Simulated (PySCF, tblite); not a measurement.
**Question.** Write Cartesian coordinates for `O=C(C([C@H](C)C=C)(C)C)Cl` as optimised with GFN2-xTB.

**Answer.** 
```xyz
23
C8H13ClO angstrom
C      2.0270    1.7162   -0.6688
C      1.5404    0.7747    0.1180
C      0.6599   -0.3458   -0.3505
C      1.1926   -1.6772    0.1825
C     -0.8230   -0.0996    0.0563
C     -1.3482    1.1605   -0.6457
C     -1.0067    0.0423    1.5696
C     -1.6586   -1.2696   -0.3935
O     -2.3441   -1.9765    0.2643
Cl    -1.5857   -1.5591   -2.1470
H      2.6648    2.4991   -0.2947
H      1.8087    1.7448   -1.7241
H      1.7874    0.7654    1.1709
H      0.6873   -0.3752   -1.4437
H      2.1910   -1.8520   -0.2122
H      0.5552   -2.5037   -0.1233
H      1.2555   -1.6715    1.2677
H     -2.4004    1.3126   -0.4157
H     -0.7874    2.0257   -0.3018
H     -1.2362    1.0804   -1.7233
H     -2.0593    0.1891    1.8000
H     -0.6754   -0.8524    2.0882
H     -0.4497    0.8989    1.9367
```

Orientation and origin are arbitrary. Atoms count from 1 in this order. Of the pairs four or more bonds apart, C8···H16 is among the closest relative to their van der Waals radii: 2.55 Å, 88 % of the sum of Bondi's values. The 7 C–C bonds span 1.320 Å (C1=C2, drawn double) to 1.557 Å (C3–C5, drawn single), a spread of 0.237 Å.

Bonds between heavy atoms (Å): C1=C2 1.320, C2–C3 1.500, C3–C4 1.530, C3–C5 1.557, C5–C6 1.535, C5–C7 1.531, C5–C8 1.507, C8=O9 1.184, C8–Cl10 1.779.

Structure optimised with GFN2-xTB, isolated species.

Point group: C1 (no symmetry element, even within 0.4 Å). Its GFN2-xTB frequencies are all real (lowest 36 cm⁻¹). One conformer, not necessarily the lowest (C1–C2–C3–C4 131°, C2–C3–C5–C6 64°, C3–C5–C8–O9 123°). 3 starts were optimised and ended at 0.00, 0.02 and 0.65 kcal/mol (GFN2-xTB); the lowest of these is shown.

All values are computed, not measured.
